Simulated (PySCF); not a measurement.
Rows and methods have been separated. Pair them.

CH₃BCl₂OSi.
Atom-mapped SMILES: `[O:1]=[CH:2][SiH2:3][B:4]([Cl:5])[Cl:6]` (hydrogens: H7 on C2; H8, H9 on Si3)

The closed-shell ground state was solved 7 times with PySCF (density fitting, gas phase), always in the pcSseg-2 basis (279 functions), with these functionals: B3LYP, BHandHLYP, BLYP, HF, LC-wPBE, mPW1PW91 and wB97X-D. Geometry: PBE0-D3(BJ)/def2-SVP, one conformer, isolated molecule.

```json
{"row": "P", "total energy (Eh)": "-1350.0044", "HOMO (eV)": "-5.76", "LUMO (eV)": "-3.07", "dipole (D)": "2.14"}
{"row": "Q", "total energy (Eh)": "-1350.0962", "HOMO (eV)": "-7.08", "LUMO (eV)": "-2.54", "dipole (D)": "2.41"}
{"row": "R", "total energy (Eh)": "-1349.9577", "HOMO (eV)": "-8.70", "LUMO (eV)": "-1.33", "dipole (D)": "2.74"}
{"row": "S", "total energy (Eh)": "-1350.0515", "HOMO (eV)": "-7.33", "LUMO (eV)": "-2.39", "dipole (D)": "2.41"}
{"row": "T", "total energy (Eh)": "-1349.9831", "HOMO (eV)": "-9.16", "LUMO (eV)": "-0.57", "dipole (D)": "2.53"}
{"row": "U", "total energy (Eh)": "-1349.5977", "HOMO (eV)": "-9.96", "LUMO (eV)": "-0.17", "dipole (D)": "2.64"}
{"row": "V", "total energy (Eh)": "-1347.2397", "HOMO (eV)": "-10.87", "LUMO (eV)": "1.17", "dipole (D)": "3.13"}
```

**Question.** Which functional belongs to which row?

**Answer.** P = BLYP, Q = B3LYP, R = BHandHLYP, S = mPW1PW91, T = wB97X-D, U = LC-wPBE, V = HF. By rising HOMO–LUMO gap: BLYP (GGA) 2.69 eV; B3LYP (global hybrid, 20 % exact exchange) 4.54 eV; mPW1PW91 (global hybrid, 25 % exact exchange) 4.94 eV; BHandHLYP (global hybrid, 50 % exact exchange) 7.37 eV; wB97X-D (range-separated hybrid) 8.59 eV; LC-wPBE (range-separated hybrid) 9.79 eV; HF (all exact exchange) 12.04 eV. Total energies of different functionals aren't bounds to one another; each is stationary for its own functional.

Conformer computed: `[O:1]=[CH:2][SiH2:3][B:4]([Cl:5])[Cl:6]`: O1–C2–Si3–B4 0°, C2–Si3–B4–Cl5 87°.

Note: wB97X-D ran without an empirical dispersion term, which enters the total energy and its gradient alone.
